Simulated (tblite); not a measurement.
Species: 3-(trifluoromethyl)benzoyl fluoride, C8H4F4O.
Numbering: `[O:1]=[C:2]([F:3])[c:4]1[cH:5][cH:6][cH:7][c:8]([C:9]([F:10])([F:11])[F:12])[cH:13]1` (hydrogens: H14 on C5; H15 on C6; H16 on C7; H17 on C13)

Computed with GFN2-xTB (tblite), gas phase: L-BFGS steps from a force-field or distance-geometry start until the largest atomic force falls under 0.01 eV/Å.

At the end of the run (lengths in Å): O1=C2 1.183, C9–F11 1.338, C9–F12 1.343, C2–C4 1.469, C2–F3 1.362, C9–F10 1.344, C6–H15 1.079, O1–C2–C4 128.6°, F3–C2–C4 112.1°, F10–C9–F11 106.6°, F10–C9–F12 106.2°, O1–C2–C4–C5 0°, C7–C8–C9–F10 118°.

**Question.** These geometries were met on the way; a selection of coordinates is given. Order them by energy above the end point, lowest first.
A. O1=C2 1.180, C9–F11 1.331, C9–F12 1.337, C2–C4 1.471, C2–F3 1.361, C9–F10 1.340, C6–H15 1.077, O1–C2–C4 125.5°, F3–C2–C4 116.4°, F10–C9–F11 106.8°, F10–C9–F12 106.4°, O1–C2–C4–C5 0°, C7–C8–C9–F10 118°
B. O1=C2 1.184, C9–F11 1.341, C9–F12 1.343, C2–C4 1.470, C2–F3 1.359, C9–F10 1.343, C6–H15 1.075, O1–C2–C4 127.9°, F3–C2–C4 113.5°, F10–C9–F11 105.8°, F10–C9–F12 106.1°, O1–C2–C4–C5 0°, C7–C8–C9–F10 117°
C. O1=C2 1.202, C9–F11 1.350, C9–F12 1.348, C2–C4 1.472, C2–F3 1.368, C9–F10 1.353, C6–H15 1.083, O1–C2–C4 120.4°, F3–C2–C4 119.6°, F10–C9–F11 110.2°, F10–C9–F12 108.9°, O1–C2–C4–C5 0°, C7–C8–C9–F10 118°
D. O1=C2 1.284, C9–F11 1.394, C9–F12 1.377, C2–C4 1.455, C2–F3 1.363, C9–F10 1.368, C6–H15 1.100, O1–C2–C4 115.9°, F3–C2–C4 124.3°, F10–C9–F11 111.6°, F10–C9–F12 110.2°, O1–C2–C4–C5 0°, C7–C8–C9–F10 118°
E. O1=C2 1.118, C9–F11 1.362, C9–F12 1.355, C2–C4 1.498, C2–F3 1.389, C9–F10 1.357, C6–H15 1.086, O1–C2–C4 120.4°, F3–C2–C4 117.1°, F10–C9–F11 110.9°, F10–C9–F12 109.5°, O1–C2–C4–C5 0°, C7–C8–C9–F10 118°

**Answer.** B (0.019 eV), A (0.054 eV), C (0.194 eV), E (0.462 eV), D (0.754 eV).

```tsv
step	E above end (eV)	rms distance from the end, all atoms (Å)	largest force (eV/Å)	rms shift of all bonds from the end (Å)
6	0.019	0.042	0.246	0.002
4	0.054	0.051	0.527	0.005
2	0.194	0.066	1.685	0.008
1	0.462	0.071	7.355	0.021
0	0.754	0.081	6.257	0.031
```

Rows stand in the order of the answer.
